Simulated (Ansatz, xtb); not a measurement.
Two isomers of C6H5FN2

Structure I is `C=Cc1cnc(F)cn1`, a singlet and structure II is `C=Cc1nccnc1F`, a singlet. Both are isolated molecules in the gas phase, relaxed with B3LYP/def2-SVP, each in the lowest conformer that the search found.

Q: Estimate E(II) − E(I) at the level CCSD(T)/def2-SVP + ΔMP2/def2-TZVPP.

A: CCSD(T)/def2-SVP + ΔMP2/def2-TZVPP gives E(II) − E(I) = −0.34 kcal/mol, slightly favouring structure II, which is too small a margin to settle the true order.

How the difference moves with the method:

```csv
level,geometry,E(II) − E(I) (kcal/mol),departure from the last row (kcal/mol),"job, with rough time for the two"
GFN2-xTB,GFN2-xTB,−0.03,+0.31,"optimisation, 0.15 s"
HF/STO-3G,GFN2-xTB,−0.12,+0.22,"single point, 0.78 s"
r2SCAN-D4/def2-SVP,GFN2-xTB,−0.96,−0.62,"single point, 9.6 s"
B3LYP/def2-SVP,B3LYP/def2-SVP,−0.67,−0.33,"optimisation, 62 s"
HF/def2-SVP,B3LYP/def2-SVP,−0.35,−0.01,part of the CCSD(T) run
MP2/def2-SVP,B3LYP/def2-SVP,−0.74,−0.40,part of the CCSD(T) run
CCSD(T)/def2-SVP,B3LYP/def2-SVP,−0.72,−0.38,single point
CCSD(T)/def2-SVP + ΔMP2/def2-TZVPP,B3LYP/def2-SVP,−0.34,,"single point, 5.1 min"
```

As drawn, both hold the same kinds of bond in the same numbers.

The largest departure from CCSD(T)/def2-SVP + ΔMP2/def2-TZVPP is that of r2SCAN-D4/def2-SVP, 0.62 kcal/mol. The last row adds to CCSD(T) the change of the MP2 difference between the two basis sets, here +0.38 kcal/mol.

With thermal terms from frequencies at re-optimised GFN2-xTB minima (ideal gas, soft modes damped towards free rotors, one conformer each, 298.15 K, 1 atm): the zero-point term adds +0.06 kcal/mol; ΔH is −0.27 and ΔG −0.32 kcal/mol.

The correlated steps freeze 9 core orbitals. Programs: Ansatz 0.2.0, xtb 6.7.1; the last row on 2 threads of Arm Neoverse V1 on a shared host.
